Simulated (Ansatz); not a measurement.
`[AlH2][CH2][AlH2]` + CH₃OH → `CO[CH2][AlH2]` + `[AlH3]`  (substitution at a C–Al bond)

Isolated molecules relaxed with PBE0-D4/def2-TZVP in Ansatz; ΔE leaves out vibrations. CCSD(T)/CBS adds triple-zeta CCSD(T) − MP2 to the extrapolated MP2 energy (def2 sets, frozen cores). This one scheme is used for every species. Functionals use def2-TZVPP. Each species was taken in one conformer, which may not be the lowest.

**Question.** Is it downhill or uphill in electronic energy at CCSD(T)/CBS, and by how much? (Best estimate.)

**Answer.** The calculation gave: Uphill: ΔE = +1.36 eV.

**Question.** What do these levels give: r2SCAN-D4, B97M-V, PBE0-D4, CAM-B3LYP-D4, B2PLYP, PBE0, r2SCAN0, RPA@PBE/def2-TZVPP, HF/def2-SVP, MP2/def2-TZVPP, CCSD/def2-TZVPP, CCSD/CBS(def2)? (Best estimate.)

**Answer.** Computed: r2SCAN-D4 1.36, B97M-V 1.24, PBE0-D4 1.34, CAM-B3LYP-D4 1.22, B2PLYP 1.30, PBE0 1.34, r2SCAN0 1.38, RPA@PBE/def2-TZVPP 1.22, HF/def2-SVP 1.09, MP2/def2-TZVPP 1.40, CCSD/def2-TZVPP 1.31, CCSD/CBS(def2) 1.35 eV.

Largest T1 diagnostic among the species: 0.010.

Leaving LDA and LC-ωPBE aside and taking each functional with its dispersion term where it has one, the values, not all of them listed here, spread over 0.18 eV, from BLYP-D4 to r2SCAN0-D4. LDA lies −0.03 eV from PBE without D4. From PBE to PBE0 (25 % exact exchange), in def2-TZVPP and without D4, ΔE moves by +0.03 eV. At CCSD(T), def2-SVP lies −0.22 eV from the extrapolated value and def2-TZVPP −0.04 eV.
